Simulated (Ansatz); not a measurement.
Mulliken charges of H3PTe, SMILES `P[TeH]` from r2SCAN/def2-TZVPP in Ansatz (PBE0-D4/def2-TZVP geometry).

```json
{"atom": "P1", "x (Å)": "-0.832", "y (Å)": "-0.427", "z (Å)": "0.019", "charge (e)": "-0.088"}
{"atom": "Te2", "x (Å)": "1.317", "y (Å)": "0.785", "z (Å)": "-0.050", "charge (e)": "0.013"}
{"atom": "H3", "x (Å)": "-0.470", "y (Å)": "-1.313", "z (Å)": "1.067", "charge (e)": "0.039"}
{"atom": "H4", "x (Å)": "-0.507", "y (Å)": "-1.368", "z (Å)": "-0.993", "charge (e)": "0.039"}
{"atom": "H5", "x (Å)": "0.540", "y (Å)": "2.249", "z (Å)": "-0.083", "charge (e)": "-0.002"}
```

Task: By hand: the dipole of these point charges (1 e Å = 4.8032 D).

Result: Σ q r = (0.051, -0.061, 0.001) e Å, of length 0.080 e Å = 0.38 D.

Task: How does the dipole of the full density compare? (Estimate.)

Result: Ansatz gave: (0.008, -0.110, 0.003) e Å, 0.53 D; the point charges give 0.72 times that, at 36° from its direction.

Point charges leave out the atoms' own dipoles, such as those of lone pairs, and Mulliken's split depends on the basis, so the two needn't agree.
